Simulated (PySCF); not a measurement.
**Run times: vanadium in cc-pVTZ-DK**

Measured wall times of calculations with PySCF 2.14 in cc-pVTZ-DK (7s6p4d2f1g, 68 functions), with scalar relativity by spin-free X2C-1e, run from one Python driver. Hardware: 1 thread of Neoverse-V1 on a shared host, 1.3 GiB allowed. The two-electron integrals over 68 functions were computed once and kept in memory (0.94 CPU seconds with the set-up); the times below exclude them. Kohn-Sham runs start from converged Hartree-Fock orbitals.

Launch command (the driver calls PySCF for each step listed in the task file):

```bash
OMP_NUM_THREADS=1 python atomrun2.py TASK.json OUT
```

```
       species               step  iterations  wall time (s)
V [Ar] 3d3 4s2                UHF           7           0.63
V [Ar] 3d3 4s2              M06-L           6            3.1
V [Ar] 3d3 4s2                LDA           6           0.85
V [Ar] 3d3 4s2  MP2 (5 electrons)                       0.13
   V⁺ [Ar] 3d4                UHF          10           0.64
   V⁺ [Ar] 3d4              M06-L           8              4
   V⁺ [Ar] 3d4                LDA           7           0.96
   V⁺ [Ar] 3d4  MP2 (4 electrons)                       0.05
```

Peak memory of the process: 0.27 GiB. Times on a shared host vary from run to run.
